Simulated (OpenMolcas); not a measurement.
A run on Ru3+ among 8 point charges of -1.2 e arranged as a cube (Oh), 2 Å from the ion.
```
   1.1547    1.1547    1.1547  -1.20
   1.1547    1.1547   -1.1547  -1.20
   1.1547   -1.1547    1.1547  -1.20
   1.1547   -1.1547   -1.1547  -1.20
  -1.1547    1.1547    1.1547  -1.20
  -1.1547    1.1547   -1.1547  -1.20
  -1.1547   -1.1547    1.1547  -1.20
  -1.1547   -1.1547   -1.1547  -1.20
```

```yaml
Program: OpenMolcas
Method: CASSCF
Basis: ANO-RCC-VTZP [7s6p4d2f1g]
Scalar_Hamiltonian: DKH2, point nucleus
Active_space: 5 electrons in 5 orbitals (4d)
State_averaging: 2S+1 = 6 even, 1 root; 2S+1 = 4 even, 24 roots; 2S+1 = 2 even, 75 roots
Spin-orbit_coupling: RASSI with atomic mean-field integrals over the reference wave functions
```

68 basis functions. Blocks (2S+1, parity, CSFs, roots kept): 6, even, 1, 1; 4, even, 24, 24; 2, even, 75, 75.

Task: How long do the RASSCF and RASSI steps take on 1 thread of Arm Neoverse V1, on a shared host?

Result: About 31 s of wall time, without the integral step.
